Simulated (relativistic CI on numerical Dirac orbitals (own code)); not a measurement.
Calculated at this level of theory: Dirac-Coulomb-Breit CI, KLI orbitals optimised for each configuration, model QED, unscaled Slater integrals (own radial code, finite nucleus).

The strongest absorption lines from the ground level of an ion, among the configurations computed and to levels below about 13700 eV (vacuum wavelength in Å, gf): 0.9042 (0.088), 0.9323 (0.26), 1.0372 (0.5), 1.1579 (0.27), 1.1914 (0.94), 1.2016 (0.44), 1.3590 (2.3), 1.4931 (0.16).

Task: Which ion is it?
A. W LXVII
B. Tm LX
C. W LXV
D. Gd LV

Result: C. W LXV has 10 electrons and the ground level 2s²2p⁶ ¹S0; the strongest line goes to 2s²2p⁵3d ¹P°1. The pattern of lines fixes the number of electrons, and along that sequence the line energies rise steadily with the charge (about as its square where n changes within one kind of shell, about linearly where n is kept but much faster in heavy ions where fine structure, which grows about as Z⁴, sets the gap, and irregularly where shells cross), which fixes Z. Configurations outside the model, such as inner-shell arrays, can give stronger lines. At this charge energies of transitions that change n are usually good to better than 1 %, and those within a shell (Δn = 0) to a few per cent.

LS names give the leading component of a level, which can be under half, so a name can repeat, a term be missing and a line seem to break the LS rules.
